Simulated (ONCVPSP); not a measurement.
## La: ONCV pseudisation with PBEsol, fully relativistic reference atom.

ONCVPSP 4.0.1 was run on this input:

```
# ATOM AND REFERENCE CONFIGURATION
# atsym  z   nc   nv     iexc    psfile
  La 57.00    9    4  -116133      upf
#
#   n    l    f
    1    0    2.00
    2    0    2.00
    2    1    6.00
    3    0    2.00
    3    1    6.00
    3    2   10.00
    4    0    2.00
    4    1    6.00
    4    2   10.00
    5    0    2.00
    5    1    6.00
    5    2    1.00
    6    0    2.00
#
# PSEUDOPOTENTIAL AND OPTIMIZATION
# lmax
    3
#
#   l,   rc,      ep,       ncon, nbas, qcut
    0    2.45    0.00    3    8    6.50
    1    2.20    0.00    3    8    7.60
    2    2.65    0.00    4    7    3.80
    3    2.20    0.36    5    8    4.90
#
# LOCAL POTENTIAL
# lloc, lpopt,  rc(5),   dvloc0
    3    5    2.20    0.00
#
# VANDERBILT-KLEINMAN-BYLANDER PROJECTORs
# l, nproj, debl
    0    2    0.60
    1    2    1.80
    2    2    2.90
    3    0    0.80
#
# MODEL CORE CHARGE
# icmod, fcfact, rcfact
    0    0.00    0.00
#
# LOG DERIVATIVE ANALYSIS
# epsh1, epsh2, depsh
   -3.00    5.00    0.02
#
# OUTPUT GRID
# rlmax, drl
    6.00    0.01
#
# TEST CONFIGURATIONS
# ncnf
    4
# nvcnf
#   n    l    f
    4
    5    0    2.00
    5    1    6.00
    5    2    1.00
    6    0    1.00
#
    4
    5    0    2.00
    5    1    6.00
    5    2    1.00
    6    0    0.00
#
    4
    5    0    2.00
    5    1    6.00
    5    2    0.00
    6    0    0.00
#
    5
    5    0    2.00
    5    1    6.00
    5    2    0.00
    6    0    2.00
    6    1    1.00
#
```

Command:

```bash
oncvpspr.x < La.dat > La.out
```

Resulting log (shortened: citation, most of the input echo, consistency checks and plot data are left out):

```
ONCVPSP  (Optimized Norm-Conservinng Vanderbilt PSeudopotential)
relativistic version 4.0.1

#   n    l    f        energy (Ha)
    1    0    2.00    -1.4222662D+03
    2    0    2.00    -2.2633029D+02
    2    1    6.00    -1.9830085D+02    -2.1347249D+02
    3    0    2.00    -4.8402286D+01
    3    1    6.00    -4.0024760D+01    -4.2981124D+01
    3    2   10.00    -2.9890304D+01    -3.0523030D+01
    4    0    2.00    -9.7680305D+00
    4    1    6.00    -7.1432378D+00    -7.7738438D+00
    4    2   10.00    -3.7643664D+00    -3.8737916D+00
    5    0    2.00    -1.4295929D+00
    5    1    6.00    -7.9453961D-01    -8.8742560D-01
    5    2    1.00    -1.1121530D-01    -1.1813552D-01
    6    0    2.00    -1.3615162D-01

Reference configufation results
  iterations    25
  all-electron total energy (Ha)   -8.49422258D+03

Begin loop to  construct optimized pseudo wave functions
and semi-local pseudopoentials for all angular momenta

Calculating optimized projector #   1

 for l=   0

    Fraction of norm inside rc  0.945581
    Optimizing pswf for qcut=   6.50 a_B^-1,  ecut=  21.14 Ha
    Residual kinetic energy error=  6.93D-09 Ha

    Energy error per electron        Cutoff
         Ha          eV             Ha
         0.01000     0.27211        8.97
         0.00100     0.02721       11.94
         0.00010     0.00272       14.34
         0.00001     0.00027       16.30

Calculating optimized projector #   2

 for l=   0

    Fraction of norm inside rc  0.066186
    Optimizing pswf for qcut=   6.50 a_B^-1,  ecut=  21.14 Ha
    Residual kinetic energy error=  2.53D-09 Ha

    Energy error per electron        Cutoff
         Ha          eV             Ha
         0.01000     0.27211        6.71
         0.00100     0.02721       10.37
         0.00010     0.00272       13.10
         0.00001     0.00027       15.46

   Wellstate for l =  1  n =  7 kap= -2
     eigenvalue =   1.0055
     asymptotic potential =   1.5055
     half-point radius =  5.1078

Calculating optimized projector #   1

 for l=   1

    Fraction of norm inside rc  0.756212
    Optimizing pswf for qcut=   7.60 a_B^-1,  ecut=  28.90 Ha
    Residual kinetic energy error=  5.57D-09 Ha

    Energy error per electron        Cutoff
         Ha          eV             Ha
         0.01000     0.27211       11.10
         0.00100     0.02721       15.49
         0.00010     0.00272       19.03
         0.00001     0.00027       21.85

Calculating optimized projector #   2

 for l=   1

    Fraction of norm inside rc  0.092715
    Optimizing pswf for qcut=   7.60 a_B^-1,  ecut=  28.90 Ha
    Residual kinetic energy error=  3.97D-09 Ha

    Energy error per electron        Cutoff
         Ha          eV             Ha
         0.01000     0.27211       10.51
         0.00100     0.02721       15.30
         0.00010     0.00272       19.07
         0.00001     0.00027       22.02

   Wellstate for l =  1  n =  7 kap=  1
     eigenvalue =   0.9126

Calculating optimized projector #   1

 for l=   1

    Fraction of norm inside rc  0.798234
    Optimizing pswf for qcut=   7.60 a_B^-1,  ecut=  28.90 Ha
    Residual kinetic energy error=  7.15D-09 Ha

    Energy error per electron        Cutoff
         Ha          eV             Ha
         0.01000     0.27211       11.21
         0.00100     0.02721       15.70
         0.00010     0.00272       19.27
         0.00001     0.00027       22.07

Calculating optimized projector #   2

 for l=   1

    Fraction of norm inside rc  0.095438
    Optimizing pswf for qcut=   7.60 a_B^-1,  ecut=  28.90 Ha
    Residual kinetic energy error=  6.02D-09 Ha

    Energy error per electron        Cutoff
         Ha          eV             Ha
         0.01000     0.27211       10.47
         0.00100     0.02721       15.51
         0.00010     0.00272       19.35
         0.00001     0.00027       22.31

   Wellstate for l =  2  n =  8 kap= -3
     eigenvalue =   2.7888
     asymptotic potential =   3.2888
     half-point radius =  4.9094

Calculating optimized projector #   1

 for l=   2

    Fraction of norm inside rc  0.463120
    Optimizing pswf for qcut=   3.80 a_B^-1,  ecut=   7.20 Ha
    Residual kinetic energy error=  6.00D-05 Ha

    Energy error per electron        Cutoff
         Ha          eV             Ha
         0.01000     0.27211        4.05
         0.00100     0.02721        5.59
         0.00010     0.00272        7.04
         0.00001     0.00027       11.37

Calculating optimized projector #   2

 for l=   2

    Fraction of norm inside rc  0.174770
    Optimizing pswf for qcut=   3.80 a_B^-1,  ecut=   7.20 Ha
    Residual kinetic energy error=  1.67D-03 Ha

    Energy error per electron        Cutoff
         Ha          eV             Ha
         0.01000     0.27211        6.27
         0.00100     0.02721        7.69
         0.00010     0.00272       13.53
         0.00001     0.00027       21.71

   Wellstate for l =  2  n =  8 kap=  2
     eigenvalue =   2.7819

Calculating optimized projector #   1

 for l=   2

    Fraction of norm inside rc  0.483030
    Optimizing pswf for qcut=   3.80 a_B^-1,  ecut=   7.20 Ha
    Residual kinetic energy error=  8.65D-05 Ha

    Energy error per electron        Cutoff
         Ha          eV             Ha
         0.01000     0.27211        4.20
         0.00100     0.02721        5.76
         0.00010     0.00272        7.27
         0.00001     0.00027       13.98

Calculating optimized projector #   2

 for l=   2

    Fraction of norm inside rc  0.176982
    Optimizing pswf for qcut=   3.80 a_B^-1,  ecut=   7.20 Ha
    Residual kinetic energy error=  2.27D-03 Ha

    Energy error per electron        Cutoff
         Ha          eV             Ha
         0.01000     0.27211        6.39
         0.00100     0.02721        7.90
         0.00010     0.00272       14.15
         0.00001     0.00027       23.33

WARNING wellstate: localized bound state found for n= 4 l= 3
WARNING this state with energy -0.15687745
WARNING will be used for the first projector

Calculating optimized projector #   1

 for l=   3

    Fraction of norm inside rc  0.920057
    Optimizing pswf for qcut=   4.89 a_B^-1,  ecut=  11.96 Ha
    Residual kinetic energy error=  4.86D-01 Ha

    Energy error per electron        Cutoff
         Ha          eV             Ha
         0.01000     0.27211       49.19
         0.00100     0.02721       55.58
         0.00010     0.00272       62.22
         0.00001     0.00027       77.24

   Wellstate for l =  3  n =  4 kap=  3
     eigenvalue =   0.3600

Calculating optimized projector #   1

 for l=   3

    Fraction of norm inside rc  0.923678
    Optimizing pswf for qcut=   4.89 a_B^-1,  ecut=  11.96 Ha
    Residual kinetic energy error=  4.95D-01 Ha

    Energy error per electron        Cutoff
         Ha          eV             Ha
         0.01000     0.27211       49.27
         0.00100     0.02721       55.62
         0.00010     0.00272       62.47
         0.00001     0.00027       77.34

Construct Vanderbilt / Kleinmman-Bylander projectors

B matrix Hermiticity error, ll=  0  kap= -1
   1   2    8.5833D-05

  Orthonormal projector coefficients  8.1289E+00 -3.8582E+00

B matrix Hermiticity error, ll=  1  kap= -2
   1   2   -1.4832D-04

  Orthonormal projector coefficients  7.0021E+00 -3.6091E+00

B matrix Hermiticity error, ll=  1  kap=  1
   1   2   -1.5995D-04

  Orthonormal projector coefficients  6.9847E+00 -3.8228E+00

B matrix Hermiticity error, ll=  2  kap= -3
   1   2    1.1332D-04

  Orthonormal projector coefficients  6.5004E+00 -3.3240E+00

B matrix Hermiticity error, ll=  2  kap=  2
   1   2    1.1609D-04

  Orthonormal projector coefficients  6.4591E+00 -3.3564E+00

 Orthonormal scalar projector coefficients, l =  1
  6.9888E+00 -3.6784E+00  5.9439E-03 -3.7608E-04

 Orthonormal spin-orbit projector coefficients, l =  1
  3.9833E-01 -3.0725E-01  8.5053E-02 -2.2082E-02

 Orthonormal scalar projector coefficients, l =  2
  6.4838E+00 -3.3370E+00  9.4012E-05 -1.2764E-05

 Orthonormal spin-orbit projector coefficients, l =  2
  3.3990E-02 -1.4260E-02  1.1733E-02 -2.0291E-03

 Orthonormal scalar projector coefficients, l =  3

 Orthonormal spin-orbit projector coefficients, l =  3

Pseudoatom total energy  -31.503852

Diagnostic tests using Vanderbilt-Kleinman-Bylander pseudopotentials
  relativistic with J = L +/- 1/2 projectors

   l  kap   rcore       rmatch      e in        delta e    norm test   slope test

   0  -1   2.4607116   2.5354241  -1.4295929  -0.0000006   1.0001266   1.0001217
   0  -1   2.4607116   2.5354241  -0.1361516   0.0000014   1.0000214   1.0000138

   1  -2   2.2095156   2.2766012  -0.7945396  -0.0000047   1.0000901   1.0001010
   1   1   2.2095156   2.2766012  -0.8874256  -0.0000025   1.0001037   1.0001040
   1  -2   2.2095156   2.2766012   1.0054604   0.0000166   1.0001725   1.0001725
   1   1   2.2095156   2.2766012   0.9799651   0.0000221   1.0001597   1.0001597

   2  -3   2.6597111   2.7404657  -0.1112153  -0.0000008   1.0000205   1.0000328
   2   2   2.6597111   2.7404657  -0.1181355   0.0000016   1.0000242   1.0000112
   2  -3   2.6597111   2.7404657   2.7887847   0.0000354   1.0007195   1.0007195
   2   2   2.6597111   2.7404657   2.7814576   0.0000355   1.0016263   1.0016263

   3  -4   2.2095156   2.2766012  -0.1568774  -0.0043225   1.0062612   0.9992942
   3   3   2.2095156   2.2766012  -0.1670226   0.0058226   0.9916838   1.0008524

Diagnostic tests using Vanderbilt-Kleinman-Bylander pseudopotentials
  relativistic with scalar and spin-orbit non-local projectors

   l  kap   rcore       rmatch      e in        delta e    norm test   slope test

   0  -1   2.4607116   2.5354241  -1.4295929  -0.0000006   1.0001266   1.0001217
   0  -1   2.4607116   2.5354241  -0.1361516   0.0000014   1.0000214   1.0000138

   1  -2   2.2095156   2.2766012  -0.7945396  -0.0007658   1.0003627   0.9992961
   1   1   2.2095156   2.2766012  -0.8874256  -0.0008119   1.0003903   0.9994554
   1  -2   2.2095156   2.2766012   1.0054604  -0.0008745   0.9999504   0.9999504
   1   1   2.2095156   2.2766012   0.9799651  -0.0006640   0.9999347   0.9999347

   2  -3   2.6597111   2.7404657  -0.1112153  -0.0000031   1.0000205   0.9999975
   2   2   2.6597111   2.7404657  -0.1181355  -0.0000010   1.0000246   0.9999781
   2  -3   2.6597111   2.7404657   2.7887847   0.0000180   1.0008160   1.0008160
   2   2   2.6597111   2.7404657   2.7814576   0.0000188   1.0018688   1.0018688

   3  -4   2.2095156   2.2766012  -0.1568774  -0.0043225   1.0062612   0.9992942
   3   3   2.2095156   2.2766012  -0.1670226   0.0058226   0.9916838   1.0008524

Ghost test for J = L + 1/2

 Testing for bound ghosts
   n   l    E NL Schr. Eq   E Basis Diag.   E Cutoff

       0                      -14.845612     43.69  WARNING - GHOST(-)
   1   0       -1.429594       -1.426513     43.69
   2   0       -0.136150       -0.115699     43.69

       1                       -5.746007     62.12  WARNING - GHOST(-)
   2   1       -0.794544       -0.793595     62.12

   3   2       -0.111216       -0.104586     36.40

 Testing for highly-localized positive-energy ghosts
       l    <radius>/rc     E Basis Diag.   E Cutoff

       0        0.994492        1.768817     43.69  WARNING - GHOST(+)

       2        0.248578        2.764883     36.40  WARNING - GHOST(+)

Ghost test for J = L - 1/2

 Testing for bound ghosts
   n   l    E NL Schr. Eq   E Basis Diag.   E Cutoff

       0                      -14.845612     43.69  WARNING - GHOST(-)
   1   0       -1.429594       -1.426513     43.69
   2   0       -0.136150       -0.115699     43.69

       1                       -5.534224     62.12  WARNING - GHOST(-)
   2   1       -0.887428       -0.886493     62.12

   3   2       -0.118134       -0.111596     36.40

 Testing for highly-localized positive-energy ghosts
       l    <radius>/rc     E Basis Diag.   E Cutoff

       0        0.994492        1.768817     43.69  WARNING - GHOST(+)

       2        0.248450        2.776167     36.40  WARNING - GHOST(+)

Test configuration 0

   n   l kap    f        eae           eps        diff
   1   0  -1  2.0000-1422.26621163
   2   0  -1  2.0000 -226.33029217
   2   1  -2  4.0000 -198.30084944
   2   1   1  2.0000 -213.47249131
   3   0  -1  2.0000  -48.40228604
   3   1  -2  4.0000  -40.02475966
   3   1   1  2.0000  -42.98112385
   3   2  -3  6.0000  -29.89030434
   3   2   2  4.0000  -30.52302952
   4   0  -1  2.0000   -9.76803048
   4   1  -2  4.0000   -7.14323780
   4   1   1  2.0000   -7.77384376
   4   2  -3  6.0000   -3.76436639
   4   2   2  4.0000   -3.87379163
   5   0  -1  2.0000   -1.42959292   -1.42959356   -6.34E-07
   5   1  -2  4.0000   -0.79453961   -0.79454434   -4.72E-06
   5   1   1  2.0000   -0.88742560   -0.88742807   -2.48E-06
   5   2  -3  0.6000   -0.11121530   -0.11121607   -7.72E-07
   5   2   2  0.4000   -0.11813552   -0.11813389    1.62E-06
   6   0  -1  2.0000   -0.13615162   -0.13615024    1.38E-06

    Total energies and differences
      AE_ref= -8.49422258E+03  AE_tst= -8.49422258E+03  dif=  0.00E+00
      PS_ref= -3.15038521E+01  PS_tst= -3.15038521E+01  dif=  2.13E-14
      PSP excitation error= -2.13E-14

Test configuration 1

   n   l kap    f        eae           eps        diff
   1   0  -1  2.0000-1422.48321157
   2   0  -1  2.0000 -226.54642712
   2   1  -2  4.0000 -198.51700991
   2   1   1  2.0000 -213.68868315
   3   0  -1  2.0000  -48.61841977
   3   1  -2  4.0000  -40.24089057
   3   1   1  2.0000  -43.19726211
   3   2  -3  6.0000  -30.10640226
   3   2   2  4.0000  -30.73912759
   4   0  -1  2.0000   -9.98387738
   4   1  -2  4.0000   -7.35900679
   4   1   1  2.0000   -7.98965164
   4   2  -3  6.0000   -3.97997237
   4   2   2  4.0000   -4.08941497
   5   0  -1  2.0000   -1.64403459   -1.64413131   -9.67E-05
   5   1  -2  4.0000   -1.00814863   -1.00814312    5.51E-06
   5   1   1  2.0000   -1.10134823   -1.10136998   -2.17E-05
   5   2  -3  0.6000   -0.31013643   -0.31007994    5.65E-05
   5   2   2  0.4000   -0.31803916   -0.31798164    5.75E-05
   6   0  -1  1.0000   -0.30761254   -0.30762354   -1.10E-05

    Total energies and differences
      AE_ref= -8.49422258E+03  AE_tst= -8.49400211E+03  dif=  2.20E-01
      PS_ref= -3.15038521E+01  PS_tst= -3.12833734E+01  dif=  2.20E-01
      PSP excitation error= -3.95E-06

Test configuration 2

   n   l kap    f        eae           eps        diff
   1   0  -1  2.0000-1422.73720731
   2   0  -1  2.0000 -226.79920577
   2   1  -2  4.0000 -198.76981670
   2   1   1  2.0000 -213.94153315
   3   0  -1  2.0000  -48.87109054
   3   1  -2  4.0000  -40.49355379
   3   1   1  2.0000  -43.44994406
   3   2  -3  6.0000  -30.35904151
   3   2   2  4.0000  -30.99176961
   4   0  -1  2.0000  -10.23585584
   4   1  -2  4.0000   -7.61082923
   4   1   1  2.0000   -8.24155400
   4   2  -3  6.0000   -4.23149716
   4   2   2  4.0000   -4.34097328
   5   0  -1  2.0000   -1.89266852   -1.89291431   -2.46E-04
   5   1  -2  4.0000   -1.25421912   -1.25421461    4.51E-06
   5   1   1  2.0000   -1.34829428   -1.34836113   -6.69E-05
   5   2  -3  0.6000   -0.53485695   -0.53470231    1.55E-04
   5   2   2  0.4000   -0.54393189   -0.54378026    1.52E-04
   6   0  -1  0.0000   -0.49178772   -0.49178772    0.00E+00

    Total energies and differences
      AE_ref= -8.49422258E+03  AE_tst= -8.49360351E+03  dif=  6.19E-01
      PS_ref= -3.15038521E+01  PS_tst= -3.08847518E+01  dif=  6.19E-01
      PSP excitation error= -2.68E-05

Test configuration 3

   n   l kap    f        eae           eps        diff
   1   0  -1  2.0000-1423.12899294
   2   0  -1  2.0000 -227.19516731
   2   1  -2  4.0000 -199.16558473
   2   1   1  2.0000 -214.33715003
   3   0  -1  2.0000  -49.26487708
   3   1  -2  4.0000  -40.88729858
   3   1   1  2.0000  -43.84381201
   3   2  -3  6.0000  -30.75336381
   3   2   2  4.0000  -31.38614140
   4   0  -1  2.0000  -10.62566273
   4   1  -2  4.0000   -8.00017262
   4   1   1  2.0000   -8.63117042
   4   2  -3  6.0000   -4.62028155
   4   2   2  4.0000   -4.72985212
   5   0  -1  2.0000   -2.26575892   -2.26537723    3.82E-04
   5   1  -2  4.0000   -1.61432685   -1.61409776    2.29E-04
   5   1   1  2.0000   -1.71237559   -1.71210621    2.69E-04
   5   2  -3  0.0000   -0.85164103   -0.85164103    0.00E+00
   5   2   2  0.0000   -0.86267519   -0.86267519    0.00E+00
   6   0  -1  0.0000   -0.74054864   -0.74054864    0.00E+00

    Total energies and differences
      AE_ref= -8.49422258E+03  AE_tst= -8.49290908E+03  dif=  1.31E+00
      PS_ref= -3.15038521E+01  PS_tst= -3.01904518E+01  dif=  1.31E+00
      PSP excitation error=  1.02E-04

Test configuration 4

   n   l kap    f        eae           eps        diff
   1   0  -1  2.0000-1422.37942131
   2   0  -1  2.0000 -226.44771098
   2   1  -2  4.0000 -198.41803698
   2   1   1  2.0000 -213.58950902
   3   0  -1  2.0000  -48.51879322
   3   1  -2  4.0000  -40.14124103
   3   1   1  2.0000  -43.09764873
   3   2  -3  6.0000  -30.00715934
   3   2   2  4.0000  -30.63990731
   4   0  -1  2.0000   -9.88306031
   4   1  -2  4.0000   -7.25814999
   4   1   1  2.0000   -7.88883374
   4   2  -3  6.0000   -3.87927525
   4   2   2  4.0000   -3.98871886
   5   0  -1  2.0000   -1.53825606   -1.53783272    4.23E-04
   5   1  -2  4.0000   -0.89566918   -0.89567539   -6.21E-06
   5   1   1  2.0000   -0.99087479   -0.99076781    1.07E-04
   5   2  -3  0.0000   -0.18297284   -0.36210761   -1.79E-01
   5   2   2  0.0000   -0.19125674   -0.37084598   -1.80E-01
   6   0  -1  2.0000   -0.17962988   -0.17959928    3.06E-05
   6   1  -2  0.6667   -0.07689821   -0.07689481    3.40E-06
   6   1   1  0.3333   -0.08543224   -0.08540745    2.48E-05

    Total energies and differences
      AE_ref= -8.49422258E+03  AE_tst= -8.49413756E+03  dif=  8.50E-02
      PS_ref= -3.15038521E+01  PS_tst= -3.14187301E+01  dif=  8.51E-02
      PSP excitation error= -9.98E-05
```

Note: ghosts flagged at negative energy: s at -404.0 eV, p3/2 at -156.4 eV, p1/2 at -150.6 eV; GHOST(+) flagged for s at 48.1 eV, d5/2 at 75.2 eV, d3/2 at 75.5 eV. A true bound ghost makes a file unfit for plane-wave use.

The run took about 7 s on one core of a shared server CPU.
